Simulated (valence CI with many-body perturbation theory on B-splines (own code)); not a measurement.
**Level structure of Bi LI**

Level of theory: configuration interaction combined with many-body perturbation theory (CI+MBPT): five valence electrons over a frozen Dirac-Fock core [Ar] 3d10, a basis of 11 s, 11 p, 10 d, 8 f, 5 g, 2 h functions for each j, with the one-electron correlation potential Σ1 (screened to all orders), the two-electron term Σ2, the three-electron term Σ3, Breit, model QED; selected single and double excitations, second order for the rest, scaled by the run's own slope (own B-spline code, finite nucleus).

The last digits are not significant, and no measured levels were compared; by estimate large intervals hold to a few tenths of a per cent, small ones and those within an open d or f shell to about a per cent. Among the levels kept, up to 2000 cm⁻¹ of a level comes from second order outside the variational space, and about a tenth of that is noise between levels of different J, which matters for small intervals.

Levels 46 to 90 of 169, with energies above the lowest level, (4s^2 4p1/2^2 4p3/2) J=3/2. "Leading %" is the weight of the configuration and term that name the level; weights of strongly mixed levels are sums over their largest components and can fall short. In the jj column 3d3/2^4 stands for four electrons in 3d with j = 3/2. Lifetimes count E1, E2, E3, M1 and M2 decay at the calculated energies, and are blank where another channel may lead or the interval is too uncertain; long ones can be off by a factor of two.

| No. | Configuration | Term | J | E (× 10³ cm⁻¹) | Leading % | Second component | Lifetime | Leading jj |
| --- | --- | --- | --- | --- | --- | --- | --- | --- |
| 46 | 4s²4p4d² | ⁴G° | 5/2 | 4408.0 | 47 | 31 % 4s²4p4d² ²F° | 795 fs | 4s^2 4p1/2 4d3/2^2 (87 %) |
| 47 | 4s²4p²4d | ²D | 3/2 | 4415.0 | 32 | 26 % 4s²4p²4d ⁴P | 301 fs | 4s^2 4p3/2^2 4d3/2 (91 %) |
| 48 | 4s4p³4d | ²F° | 5/2 | 4422.0 | 26 | 17 % 4s4p³4d ²D° | 651 fs | 4s 4p1/2^2 4p3/2 4d5/2 (83 %) |
| 49 | 4s²4p²4d | ²D | 5/2 | 4422.5 | 26 | 24 % 4s²4p²4d ⁴D | 373 fs | 4s^2 4p3/2^2 4d3/2 (92 %) |
| 50 | 4s²4p²4d | ⁴P | 1/2 | 4425.8 | 45 | 24 % 4s²4p²4d ²P | 326 fs | 4s^2 4p3/2^2 4d3/2 (92 %) |
| 51 | 4s²4p²4d | ²F | 7/2 | 4436.2 | 46 | 25 % 4s²4p²4d ²G | 417 fs | 4s^2 4p3/2^2 4d3/2 (96 %) |
| 52 | 4s²4p²4d | ²D | 3/2 | 4518.4 | 69 | 10 % 4s²4p²4d ²P | 393 fs | 4s^2 4p3/2^2 4d3/2 (94 %) |
| 53 | 4s²4p4d² | ²P° | 1/2 | 4572.9 | 41 | 39 % 4s²4p4d² ⁴D° | 353 fs | 4s^2 4p1/2 4d3/2^2 (93 %) |
| 54 | 4s²4p²4d | ²F | 7/2 | 4603.7 | 52 | 37 % 4s²4p²4d ⁴D | 60.6 ps | 4s^2 4p3/2^2 4d5/2 (98 %) |
| 55 | 4s²4p²4d | ⁴F | 9/2 | 4613.3 | 62 | 37 % 4s²4p²4d ²G | 13.9 ns | 4s^2 4p3/2^2 4d5/2 (99 %) |
| 56 | 4s²4p4d² | ²D° | 3/2 | 4614.0 | 37 | 34 % 4s²4p4d² ⁴F° | 187 fs | 4s^2 4p1/2 4d3/2^2 (92 %) |
| 57 | 4s²4p²4d | ²P | 1/2 | 4648.6 | 54 | 26 % 4s²4p²4d ²S | 7.07 ps | 4s^2 4p3/2^2 4d5/2 (93 %) |
| 58 | 4s²4p4d² | ⁴G° | 7/2 | 4721.5 | 50 | 12 % 4s²4p4d² ²G° | 3.49 ps | 4s^2 4p1/2 4d3/2 4d5/2 (89 %) |
| 59 | 4s²4p4d² | ²D° | 5/2 | 4737.3 | 23 | 18 % 4s²4p4d² ⁴G° | 2.25 ps | 4s^2 4p1/2 4d3/2 4d5/2 (89 %) |
| 60 | 4s²4p²4d | ²D | 5/2 | 4740.2 | 75 | 16 % 4s²4p²4d ⁴D | 511 ps | 4s^2 4p3/2^2 4d5/2 (98 %) |
| 61 | 4s²4p4d² | ²H° | 9/2 | 4751.3 | 45 | 26 % 4s²4p4d² ²G° | 5.88 ps | 4s^2 4p1/2 4d3/2 4d5/2 (82 %) |
| 62 | 4s²4p4d² | ⁴D° | 3/2 | 4762.6 | 40 | 20 % 4s²4p4d² ²D° | 1.86 ps | 4s^2 4p1/2 4d3/2 4d5/2 (91 %) |
| 63 | 4s²4p4d² | ⁴P° | 1/2 | 4772.9 | 45 | 26 % 4s²4p4d² ⁴D° | 1.88 ps | 4s^2 4p1/2 4d3/2 4d5/2 (94 %) |
| 64 | 4s²4p²4d | ²P | 3/2 | 4816.4 | 43 | 27 % 4s²4p²4d ²D | 941 fs | 4s^2 4p3/2^2 4d5/2 (95 %) |
| 65 | 4s²4p²4d | ²D | 5/2 | 4854.7 | 52 | 18 % 4s²4p²4d ²F | 678 fs | 4s^2 4p3/2^2 4d5/2 (93 %) |
| 66 | 4s²4p²4f | ⁴G° | 7/2 | 4890.0 | 31 | 12 % 4s²4p²4f ²G° | 594 fs | 4s^2 4p1/2 4p3/2 4f5/2 (55 %) |
| 67 | 4s²4p²4f | ⁴G° | 5/2 | 4892.7 | 30 | 22 % 4s²4p²4f ²D° | 1.02 ps | 4s^2 4p1/2 4p3/2 4f5/2 (70 %) |
| 68 | 4s²4p²4f | ²G° | 7/2 | 4898.7 | 40 | 12 % 4s²4p4d² ²F° | 754 fs | 4s^2 4p1/2 4p3/2 4f5/2 (62 %) |
| 69 | 4s²4p4d² | ⁴F° | 5/2 | 4907.8 | 14 | 13 % 4s²4p²4f ²F° | 385 fs | 4s^2 4p1/2 4d3/2 4d5/2 (54 %) |
| 70 | 4s²4p²4f | ⁴F° | 3/2 | 4916.1 | 61 | 14 % 4s²4p²4f ²D° | 2.17 ps | 4s^2 4p1/2 4p3/2 4f5/2 (89 %) |
| 71 | 4s²4p4d² | ⁴D° | 3/2 | 4950.1 | 21 | 20 % 4s²4p4d² ²P° | 277 fs | 4s^2 4p1/2 4d3/2 4d5/2 (79 %) |
| 72 | 4p⁵ | ²P° | 3/2 | 4962.9 | 77 | 6 % 4s4p³4d ²P° | 482 fs | 4p1/2^2 4p3/2^3 (77 %) |
| 73 | 4s²4p²4f | ⁴D° | 7/2 | 4963.2 | 46 | 14 % 4s²4p²4f ²G° | 3.16 ps | 4s^2 4p1/2 4p3/2 4f7/2 (70 %) |
| 74 | 4s²4p²4f | ⁴G° | 9/2 | 4966.0 | 45 | 25 % 4s²4p²4f ²G° | 2.80 ps | 4s^2 4p1/2 4p3/2 4f5/2 (45 %) |
| 75 | 4s²4p²4f | ²F° | 5/2 | 4979.0 | 41 | 18 % 4s²4p²4f ⁴F° | 856 fs | 4s^2 4p1/2 4p3/2 4f5/2 (70 %) |
| 76 | 4s²4p²4f | ²D° | 3/2 | 5000.9 | 44 | 26 % 4s²4p²4f ⁴D° | 1.76 ps | 4s^2 4p1/2 4p3/2 4f5/2 (85 %) |
| 77 | 4s²4p²4f | ⁴F° | 9/2 | 5010.5 | 42 | 25 % 4s²4p²4f ²G° | 2.42 ps | 4s^2 4p1/2 4p3/2 4f7/2 (75 %) |
| 78 | 4s²4p²4f | ²P° | 1/2 | 5014.9 | 57 | 37 % 4s²4p²4f ⁴D° | 3.14 ps | 4s^2 4p1/2 4p3/2 4f5/2 (93 %) |
| 79 | 4s²4p²4f | ²D° | 5/2 | 5021.3 | 39 | 36 % 4s²4p²4f ⁴D° | 3.03 ps | 4s^2 4p1/2 4p3/2 4f7/2 (88 %) |
| 80 | 4s²4p²4f | ²F° | 7/2 | 5033.0 | 47 | 13 % 4s²4p4d² ⁴D° | 2.33 ps | 4s^2 4p1/2 4p3/2 4f7/2 (61 %) |
| 81 | 4s²4p²4f | ²G° | 9/2 | 5038.6 | 21 | 18 % 4s²4p²4f ²H° | 2.46 ps | 4s^2 4p1/2 4p3/2 4f7/2 (47 %) |
| 82 | 4s²4p²4f | ²F° | 7/2 | 5042.3 | 20 | 20 % 4s²4p²4f ⁴F° | 863 fs | 4s^2 4p1/2 4p3/2 4f7/2 (32 %) |
| 83 | 4s²4p²4f | ²H° | 11/2 | 5049.4 | 60 | 37 % 4s²4p²4f ⁴G° | 3.58 ps | 4s^2 4p1/2 4p3/2 4f7/2 (97 %) |
| 84 | 4s²4p²4f | ²P° | 3/2 | 5087.2 | 34 | 17 % 4s²4p²4f ²D° | 2.04 ps | 4s^2 4p1/2 4p3/2 4f7/2 (62 %) |
| 85 | 4s²4p²4f | ²D° | 5/2 | 5088.0 | 28 | 27 % 4s²4p²4f ²F° | 2.09 ps | 4s^2 4p1/2 4p3/2 4f7/2 (70 %) |
| 86 | 4s4p³4d | ⁶D° | 3/2 | 5175.7 | 32 | 30 % 4s4p³4d ⁴D° | 1.07 ps | 4s 4p1/2 4p3/2^2 4d3/2 (83 %) |
| 87 | 4s4p³4d | ⁶D° | 1/2 | 5179.9 | 41 | 21 % 4s4p³4d ⁴D° | 1.43 ps | 4s 4p1/2 4p3/2^2 4d3/2 (92 %) |
| 88 | 4s4p³4d | ⁴F° | 5/2 | 5190.9 | 31 | 23 % 4s4p³4d ⁶D° | 1.66 ps | 4s 4p1/2 4p3/2^2 4d3/2 (78 %) |
| 89 | 4s²4p4d² | ²H° | 9/2 | 5203.7 | 24 | 13 % 4s²4p²4f ²H° | 993 fs | 4s^2 4p1/2 4d5/2^2 (50 %) |
| 90 | 4s²4p4d² | ²F° | 5/2 | 5203.9 | 28 | 12 % 4s²4p4d² ⁴D° | 1.23 ps | 4s^2 4p1/2 4d5/2^2 (64 %) |

Where two levels of one J and parity lie close, their mixing, g and order are uncertain.
